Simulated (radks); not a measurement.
Task: The mean radii <r> (bohr) of the occupied orbitals of an atom or ion are listed with their occupations. Method: Dirac Kohn-Sham, PBEsol, spin-unpolarised, spherical densities, point nucleus; computed with a radial shooting solver on a logarithmic mesh with Libxc functionals.

| orbital | occ. | <r> |
|---|---|---|
| 1s1/2 | 2 | 0.02191 |
| 2s1/2 | 2 | 0.09277 |
| 2p1/2 | 2 | 0.07747 |
| 2p3/2 | 4 | 0.08431 |
| 3s1/2 | 2 | 0.2441 |
| 3p1/2 | 2 | 0.2337 |
| 3p3/2 | 4 | 0.2468 |
| 3d3/2 | 4 | 0.2188 |
| 3d5/2 | 6 | 0.2229 |
| 4s1/2 | 2 | 0.5529 |
| 4p1/2 | 2 | 0.5648 |
| 4p3/2 | 4 | 0.5944 |
| 4d3/2 | 4 | 0.6301 |
| 4d5/2 | 6 | 0.6406 |
| 5s1/2 | 2 | 1.333 |
| 5p1/2 | 2 | 1.494 |
| 5p3/2 | 4 | 1.589 |
| 4f5/2 | 3 | 0.8578 |
| 4f7/2 | 4 | 0.8704 |
| 6s1/2 | 1 | 3.646 |
| 5d3/2 | 0.4 | 2.517 |
| 5d5/2 | 0.6 | 2.582 |

Name the element and its charge. Open shells, if any, are shared by 2j + 1.

Result: Z = 64, gadolinium, charge +1: Gd+ in [Xe] 4f7 5d1 6s1. The 1s radius gives Z: for a bare nucleus <r> = (2 gamma + 1)/(2Z) with gamma = sqrt(1 - (Z/c)^2), 0.02163 bohr for Z = 64, and screening makes it slightly larger (0.02191 here). The occupations add up to 63, and the charge is Z minus that.
